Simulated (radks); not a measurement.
Values are calculated unless marked as measured or tabulated.
Isoelectronic series with 3 electrons, each ion in its NIST ground configuration. Code: a radial shooting solver on a logarithmic mesh with Libxc functionals. Model: scalar-relativistic Kohn-Sham, PBE, spin-polarised, spherical densities, point nucleus; open shells are filled with parallel spins first (spin-orbit coupling, left out, can overturn this in heavy ions). Total energies (hartree) and orbital eigenvalues (hartree):

ion    configuration  E (hartree)      2s up    1s down
Li          [He] 2s1     -7.46301   -0.11863   -1.89315
C3+         [He] 2s1    -34.74608   -2.12096  -12.16723
F6+         [He] 2s1    -82.34173   -6.39018  -31.47877
Mg9+        [He] 2s1   -150.31655  -12.92485  -59.84258
P12+        [He] 2s1   -238.77288  -21.73658  -97.29970
Ar15+       [He] 2s1   -347.84518  -32.84205  -143.9059
Sc18+       [He] 2s1   -477.70069  -46.26248  -199.7313
Cr21+       [He] 2s1   -628.54063  -62.02373  -264.8606
Co24+       [He] 2s1   -800.60178  -80.15645  -339.3940
Zn27+       [He] 2s1   -994.15832  -100.6964  -423.4476
As30+       [He] 2s1  -1209.52411  -123.6845  -517.1545
Kr33+       [He] 2s1  -1447.05528  -149.1677  -620.6659
Mo39+       [He] 2s1  -1990.26885  -207.8374  -857.8061
